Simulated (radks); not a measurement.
The numbers below are computed, except where a source is named.
The gadolinium ion Gd4+, 60 electrons, occupied as [Xe] 4f6. Code: a radial shooting solver on a logarithmic mesh with Libxc functionals. Model: Dirac Kohn-Sham, PBEsol, spin-unpolarised, spherical densities, finite nucleus; open shells are shared between the two j in proportion to 2j + 1; Fermi nuclear charge, rms radius 5.1569 fm.

Normalised radial functions P(r) = r R(r) (large component), r in bohr:

r	4d3/2	4f7/2
0.002064	0.0001	0.0000
0.002365	0.0001	0.0000
0.002731	0.0002	0.0000
0.003129	0.0003	0.0000
0.003585	0.0004	0.0000
0.004107	0.0006	0.0000
0.004743	0.0008	0.0000
0.005434	0.0012	0.0000
0.006225	0.0017	0.0000
0.00719	0.0024	0.0000
0.008237	0.0034	0.0000
0.009437	0.0048	0.0000
0.01081	0.0068	0.0000
0.01249	0.0098	0.0001
0.01431	0.0139	0.0001
0.01639	0.0195	0.0002
0.01893	0.0279	0.0003
0.02169	0.0388	0.0005
0.02484	0.0537	0.0009
0.02846	0.0737	0.0014
0.03287	0.1021	0.0023
0.03766	0.1373	0.0037
0.04315	0.1823	0.0059
0.04983	0.2422	0.0095
0.05709	0.3113	0.0148
0.06541	0.3921	0.0227
0.07494	0.4827	0.0344
0.08654	0.5840	0.0526
0.09915	0.6763	0.0772
0.1136	0.7536	0.1111
0.1312	0.8021	0.1599
0.1503	0.7985	0.2207
0.1722	0.7295	0.2974
0.1973	0.5827	0.3907
0.2278	0.3379	0.5063
0.261	0.0320	0.6277
0.2991	-0.3219	0.7541
0.3454	-0.7064	0.8836
0.3957	-1.0302	0.9906
0.4533	-1.2699	1.0708
0.5194	-1.3931	1.1150
0.5998	-1.3850	1.1168
0.6872	-1.2614	1.0764
0.7873	-1.0589	1.0002
0.9093	-0.8058	0.8897
1.042	-0.5718	0.7679
1.193	-0.3721	0.6389
1.367	-0.2204	0.5109
1.579	-0.1131	0.3844
1.809	-0.0535	0.2791
2.073	-0.0222	0.1912
2.394	-0.0074	0.1191
2.743	-0.0022	0.0705
3.142	-0.0005	0.0382
3.6	-0.0001	0.0186
4.157	0.0000	0.0076
4.763	0.0000	0.0028

4d3/2: eigenvalue -197.01 eV, 1 radial node at r = 0.264 bohr, <r> = 0.627 bohr, 90 % of the charge inside 0.940 bohr. 4f7/2: eigenvalue -53.235 eV, 0 radial nodes, <r> = 0.805 bohr, 90 % of the charge inside 1.35 bohr.
